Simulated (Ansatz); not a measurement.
A nudged elastic band was laid between two geometries of BF2H3Si (7 atoms, charge 0, multiplicity 1).

Theory: Ansatz, RKS PBE0-D4/6-31G*.

| Quantity | Value |
| --- | --- |
| movable images | 5 |
| climbing image | yes |
| spring | 50.0 eV/Å² |
| optimiser | quadratic models (default) |
| start path | through a guess of the saddle point |
| force threshold | 0.03 eV/Å |
| iteration limit | 60 |
| end points | relaxed |

Image 0:

```xyz
7
Properties=species:S:1:pos:R:3
B -0.754 0.942 -0.082
Si 0.512 -0.621 0.039
F 0.606 -1.187 1.539
F 0.025 -1.847 -0.878
H -1.344 1.180 -1.096
H -0.873 1.710 0.828
H 1.888 -0.245 -0.395
```

Image 6:

```xyz
7
Properties=species:S:1:pos:R:3
B -0.321 0.927 -0.183
Si -0.040 -0.906 0.248
F 0.739 -1.425 1.539
F 0.168 -2.077 -0.814
H -0.934 1.077 -1.199
H -0.455 1.612 0.788
H 0.904 0.723 -0.423
```

Question: Which bonds break or form, and what moves?

Answer: Bonds broken: Si2–H7. Bonds formed: B1–H7.

Question: What energy profile does the band end with?

Answer: It converged. The highest image is number 4 of 0 to 6, 40.4 kJ/mol above the first end and 38.2 kJ/mol above the last; the last end lies 2.2 kJ/mol above the first. Another band between the same ends (5 images) ends at a top of the same energy, where a vibrational analysis finds 1 clearly imaginary mode. The orbitals stay closed-shell, which can raise the energy where a bond breaks towards radicals; this wasn't checked here.

| image | path coordinate (Å) | energy (kJ/mol) | Si2–H7 (Å) | B1–H7 (Å) |
| --- | --- | --- | --- | --- |
| 0 | 0.00 | 0.0 | 1.49 | 2.91 |
| 1 | 0.32 | 4.7 | 1.49 | 2.70 |
| 2 | 0.63 | 16.7 | 1.50 | 2.46 |
| 3 | 0.95 | 31.5 | 1.53 | 2.19 |
| 4 | 1.27 | 40.4 | 1.58 | 1.87 |
| 5 | 1.60 | 20.5 | 1.71 | 1.48 |
| 6 | 1.94 | 2.2 | 2.00 | 1.26 |

Question: What is the geometry of the highest image?

Answer: 
```xyz
7
Properties=species:S:1:pos:R:3
B -0.662 0.880 -0.094
Si 0.167 -0.790 0.167
F 0.735 -1.356 1.547
F 0.181 -2.017 -0.853
H -0.966 1.163 -1.214
H -0.503 1.692 0.767
H 1.109 0.361 -0.365
```

Time of the run: 76 s on 1 thread of Intel(R) Xeon(R) 6975P-C (Granite Rapids), with other jobs on the host, peak memory 0.25 GiB.
